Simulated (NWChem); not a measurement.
Everything below was run with NWChem. System: HBrPb, charge 0, spin multiplicity 1, at a geometry optimised with PBE0/def2-SVP with def2 effective core potentials on Pb. The structure started from a generated list of species. Level: PBE/def2-TZVPP with def2 effective core potentials on Pb.

Input file:

```
start mol
memory heap 200 mb stack 900 mb global 1100 mb
geometry units angstroms nocenter noautoz
  Pb    -0.535686     0.567959     0.000000
  H      0.763181     1.900152     0.000000
  Br     1.233231    -1.384937     0.000000
  symmetry group Cs
end
basis spherical
  * library def2-tzvpp
end
ecp
  Pb library def2-ecp
end
dft
  xc xpbe96 cpbe96
  semidirect memsize 60000000 filesize 0
  iterations 100
end
task dft energy
```

Output (cleaned and shortened):

```
             Northwest Computational Chemistry Package (NWChem) 7.3.0
             --------------------------------------------------------

                                NWChem Input Module
                                -------------------

 Scaling coordinates for geometry "geometry" by  1.889725989
 (inverse scale =  0.529177249)

 Turning off AUTOSYM since
 SYMMETRY directive was detected!

                             Geometry "geometry" -> ""
                             -------------------------

 Output coordinates in angstroms (scale by  1.889725989 to convert to a.u.)

  No.       Tag          Charge          X              Y              Z
 ---- ---------------- ---------- -------------- -------------- --------------
    1 Pb                  82.0000    -0.53568600     0.56795900     0.00000000
    2 H                    1.0000     0.76318100     1.90015200     0.00000000
    3 Br                  35.0000     1.23323100    -1.38493700     0.00000000

 Effective nuclear repulsion energy (a.u.)     605.2891988001

            Nuclear Dipole moment (a.u.)
            ----------------------------
        X                 Y               Z
 ---------------- ---------------- ----------------
     0.0000264562    -0.0000094486     0.0000000000

      Symmetry information
      --------------------

 Group name             Cs
 Group number              2
 Group order               2
 No. of unique centers     3

      Symmetry unique atoms

     1    2    3


 Summary of "ao basis" -> "" (spherical)
 ------------------------------------------------------------------------------
       Tag                 Description            Shells   Functions and Types
 ---------------- ------------------------------  ------  ---------------------
 *                         def2-tzvpp                 on all atoms

 Summary of "ao basis" -> "ao basis" (spherical)
 ------------------------------------------------------------------------------
       Tag                 Description            Shells   Functions and Types
 ---------------- ------------------------------  ------  ---------------------
[...]
              MO Center=  4.6D-01,  1.4D-01, -3.0D-15, r^2= 4.5D+00
   Bfn.  Coefficient  Atom+Function         Bfn.  Coefficient  Atom+Function
  ----- ------------  ---------------      ----- ------------  ---------------
    80      0.304724  3 Br px                 6      0.254087  1 Pb s
    52     -0.238244  2 H  s                 53     -0.236364  2 H  s
     5      0.225940  1 Pb s                 83      0.219408  3 Br px
    74     -0.214692  3 Br px                10      0.204425  1 Pb px
    77      0.198103  3 Br px                16     -0.190634  1 Pb px

 Vector   30  Occ=0.000000D+00  E=-1.384142D-01  Symmetry=a"
              MO Center= -4.3D-01,  4.8D-01, -3.3D-15, r^2= 3.9D+00
   Bfn.  Coefficient  Atom+Function         Bfn.  Coefficient  Atom+Function
  ----- ------------  ---------------      ----- ------------  ---------------
    18      0.541543  1 Pb pz                12     -0.415993  1 Pb pz
    15      0.344481  1 Pb pz                21      0.294470  1 Pb pz
    85     -0.164252  3 Br pz                82     -0.154478  3 Br pz
    76      0.115256  3 Br pz                79     -0.113476  3 Br pz
     9      0.086372  1 Pb pz                73     -0.034964  3 Br pz

 Vector   31  Occ=0.000000D+00  E=-6.650849D-02  Symmetry=a'
              MO Center= -3.9D-01,  4.5D-01, -1.1D-14, r^2= 5.9D+00
   Bfn.  Coefficient  Atom+Function         Bfn.  Coefficient  Atom+Function
  ----- ------------  ---------------      ----- ------------  ---------------
    20      0.399976  1 Pb py                19     -0.351836  1 Pb px
    17      0.316466  1 Pb py                 5     -0.303539  1 Pb s
    70      0.298578  3 Br s                 16     -0.268740  1 Pb px
    11     -0.262167  1 Pb py                14      0.228568  1 Pb py
    10      0.215541  1 Pb px                84      0.206510  3 Br py

 Vector   32  Occ=0.000000D+00  E=-8.472053D-03  Symmetry=a'
              MO Center= -6.0D-01,  5.6D-01, -5.2D-15, r^2= 5.7D+00
   Bfn.  Coefficient  Atom+Function         Bfn.  Coefficient  Atom+Function
  ----- ------------  ---------------      ----- ------------  ---------------
    53      1.265904  2 H  s                 19     -0.577295  1 Pb px
    20     -0.510587  1 Pb py                17     -0.483710  1 Pb py
     6     -0.469976  1 Pb s                 16     -0.435159  1 Pb px
     5     -0.394697  1 Pb s                  3      0.206207  1 Pb s
    10      0.176568  1 Pb px                52      0.173765  2 H  s

 center of mass
 --------------
 x =  -0.07905227 y =   0.06121073 z =   0.00000000

 moments of inertia (a.u.)
 ------------------
         798.876207210867         706.772878940997           0.000000000000
         706.772878940997         647.448236462045           0.000000000000
           0.000000000000           0.000000000000        1446.324443672912

     Multipole analysis of the density
     ---------------------------------

     L   x y z        total         alpha         beta         nuclear
     -   - - -        -----         -----         ----         -------
     0   0 0 0     -0.000000    -29.000000    -29.000000     58.000000

     1   1 0 0     -1.182125    -30.960068    -30.960068     60.738012
     1   0 1 0      0.725030     32.561126     32.561126    -64.397222
     1   0 0 1      0.000000      0.000000      0.000000      0.000000

     2   2 0 0    -36.638704   -125.675559   -125.675559    214.712415
     2   1 1 0     -0.938351    115.628701    115.628701   -232.195753
     2   1 0 1      0.000000      0.000000      0.000000      0.000000
     2   0 2 0    -37.642880   -157.805564   -157.805564    277.968247
     2   0 1 1      0.000000      0.000000      0.000000      0.000000
     2   0 0 2    -32.672025    -16.336013    -16.336013      0.000000

 Task  times  cpu:        5.6s     wall:        5.6s

 Total times  cpu:        5.6s     wall:        5.6s
```
